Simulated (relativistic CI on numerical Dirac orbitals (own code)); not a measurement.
# Ho XXV: q coefficients and field-shift factors

Method of calculation: Dirac-Coulomb-Breit CI, orbitals from a KLI potential per configuration, derivatives by finite differences, unscaled Slater integrals, QED left out (own radial code, finite nucleus).

Configurations in the expansion (outside the closed core [Ar] 3d10): 4s²4p⁶4d⁷, 4s²4p⁵4d⁸, 4s²4p⁶4d⁶4f, 4s²4p⁴4d⁹, 4s4p⁶4d⁸, 4p⁶4d⁹, 4s²4p⁶4d⁶5s, 4s4p⁵4d⁹. Levels of other configurations are missing.

With x = (α/α₀)² − 1 an excitation energy changes as ω = ω₀ + qx; K = 2q/ω₀ is the relative enhancement. Terms are leading LS components, so labels can repeat. The field-shift factor is F = δν/δ⟨r²⟩ for the transition from the lowest level.

Lowest level 4s²4p⁶4d⁷ ⁴F9/2.

```csv
Level,ω₀ (cm⁻¹),q (cm⁻¹),K,F (GHz/fm²)
4s²4p⁶4d⁷ ²P3/2,29794,-1009,-0.0677,-0.427
4s²4p⁶4d⁷ ²D5/2,42063,9099,0.433,0.166
4s²4p⁶4d⁷ ⁴F7/2,66102,74410,2.25,1.48
4s²4p⁶4d⁷ ⁴F3/2,88996,76540,1.72,1.51
4s²4p⁶4d⁷ ²G9/2,91162,68530,1.5,1.46
4s²4p⁶4d⁷ ⁴P5/2,93570,78330,1.67,1.65
4s²4p⁶4d⁷ ⁴P1/2,100158,73080,1.46,1.14
4s²4p⁶4d⁷ ²H11/2,114332,71090,1.24,1.72
4s²4p⁶4d⁷ ²G7/2,122370,80450,1.31,1.65
4s²4p⁶4d⁷ ²F5/2,141492,67260,0.951,1.48
4s²4p⁶4d⁷ ²D5/2,156904,141400,1.8,2.74
4s²4p⁶4d⁷ ⁴P3/2,159877,141300,1.77,2.78
4s²4p⁶4d⁷ ²P1/2,176673,149000,1.69,2.53
4s²4p⁶4d⁷ ²D3/2,182050,87900,0.966,1.92
4s²4p⁶4d⁷ ²H9/2,182620,146300,1.6,3.14
4s²4p⁶4d⁷ ²F7/2,194150,137600,1.42,2.79
4s²4p⁶4d⁷ ²D5/2,252337,143700,1.14,3.17
4s²4p⁶4d⁷ ²D3/2,260231,211900,1.63,4.04
4s²4p⁵4d⁸ ⁴G°11/2,1141889,104300,0.183,8.17
4s²4p⁵4d⁸ ²D°5/2,1154892,99560,0.172,7.51
4s²4p⁵4d⁸ ⁴F°9/2,1157113,95400,0.165,8.51
4s²4p⁵4d⁸ ²F°7/2,1168947,105500,0.18,7.2
4s²4p⁵4d⁸ ²P°1/2,1170731,94470,0.161,8.49
```

At this charge energies of transitions that change n are usually good to better than 1 %, and those within a shell (Δn = 0) to a few per cent. Terms inside the open d or f shell come out 10 to 20 % too wide with unscaled integrals.
